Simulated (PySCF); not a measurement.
# Be⁺: excitation energy

Be⁺ [He] 2s1 (2S) → Be⁺ [He] 2p1 (2P), as a difference of total energies. Computed with PySCF 2.14 in dyall-acv3z (15s9p4d2f, 76 functions), with the spin-free X2C one-electron Hamiltonian (Gaussian nucleus). Correlated levels: valence and next inner shell: nothing frozen; virtual orbitals above 40 to 60 times the deepest correlated orbital energy dropped. The calculations carry no spin-orbit coupling.

```csv
method,excitation energy (eV),error (eV)
UHF,3.989,+0.030
MP2 (valence and next inner shell),3.985,+0.026
SCS-MP2 (valence and next inner shell),3.997,+0.038
CCSD (valence and next inner shell),3.984,+0.025
CCSD(T) (valence and next inner shell),3.983,+0.024
```

Reference: 3.959 eV (measured; NIST levels, between the centres of gravity of the two terms).

Errors of the correlated levels include the incompleteness of this basis.
